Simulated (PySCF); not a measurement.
Electron correlation in I²⁺ (iodine, charge +2)

[Kr] 4d10 5s1 5p4, high-spin 4P determinant (an excited configuration). Computed with PySCF 2.14 in aug-cc-pVQZ-PP with ECP28MDF, with a scalar-relativistic core potential. Frozen: 4s2 4p6 4d10; 5 electrons correlated.

| level | correlation energy (mhartree) |
| --- | --- |
| CCSD | -101.65 |
| (T) | -6.57 |
| CCSD(T) | -108.22 |

Diagnostics: T1 = 0.014, D1 = 0.0297, largest double amplitude 0.198.

A double-excitation amplitude exceeds 0.15, a sign of near-degeneracy.

Cost of the coupled-cluster step: about 28 core-seconds, for 5 correlated electrons.

Iterations:

```
CC2 = 0
CCSD nocc = (np.int64(4), np.int64(1)), nmo = (83, 83)
frozen orbitals [[0, 1, 2, 3, 4, 5, 6, 7, 8], [0, 1, 2, 3, 4, 5, 6, 7, 8]]
max_cycle = 100
direct = 0
conv_tol = 1e-08
conv_tol_normt = 1e-06
diis_space = 8
diis_start_cycle = 0
Init t2, MP2 energy = -0.0746902074413283
Init E_corr(UCCSD) = -0.0746902074607767
cycle = 1  E_corr(UCCSD) = -0.0882299608274331  dE = -0.0135397534  norm(t1,t2) = 0.0753662
cycle = 2  E_corr(UCCSD) = -0.0933903546892147  dE = -0.00516039386  norm(t1,t2) = 0.0476437
cycle = 3  E_corr(UCCSD) = -0.101725752869764  dE = -0.00833539818  norm(t1,t2) = 0.0329129
cycle = 4  E_corr(UCCSD) = -0.101348137049989  dE = 0.00037761582  norm(t1,t2) = 0.00533728
cycle = 5  E_corr(UCCSD) = -0.10184629107903  dE = -0.000498154029  norm(t1,t2) = 0.00190156
cycle = 6  E_corr(UCCSD) = -0.101610707303404  dE = 0.000235583776  norm(t1,t2) = 0.00101406
cycle = 7  E_corr(UCCSD) = -0.101635640353854  dE = -2.49330504e-05  norm(t1,t2) = 0.000446962
cycle = 8  E_corr(UCCSD) = -0.101657289683407  dE = -2.16493296e-05  norm(t1,t2) = 0.000182772
cycle = 9  E_corr(UCCSD) = -0.10164934327887  dE = 7.94640454e-06  norm(t1,t2) = 6.58254e-05
cycle = 10  E_corr(UCCSD) = -0.101651264668616  dE = -1.92138975e-06  norm(t1,t2) = 2.92698e-05
cycle = 11  E_corr(UCCSD) = -0.101650557344699  dE = 7.07323917e-07  norm(t1,t2) = 1.24674e-05
cycle = 12  E_corr(UCCSD) = -0.101650379068555  dE = 1.78276144e-07  norm(t1,t2) = 3.45081e-06
cycle = 13  E_corr(UCCSD) = -0.101650394017297  dE = -1.49487422e-08  norm(t1,t2) = 6.20089e-07
cycle = 14  E_corr(UCCSD) = -0.101650403454311  dE = -9.43701413e-09  norm(t1,t2) = 2.12415e-07
UCCSD converged
E(UCCSD) = -293.3562133668421  E_corr = -0.1016504034543112
UCCSD(T) correction = -0.00656827514570938
```
